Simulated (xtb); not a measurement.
xtb input:

```bash
xtb mol.xyz --gfn 1 --sp --chrg 0 --uhf 0
```
mol.xyz:
```
3

Be     0.00000000     0.00000000     0.00000000
H      0.00000000     0.00000000     1.33008694
H     -0.00000000    -0.00000000    -1.33008694
```

Task: Predict the final energy.

Result: -1.85118 Eh (GFN1-xTB).
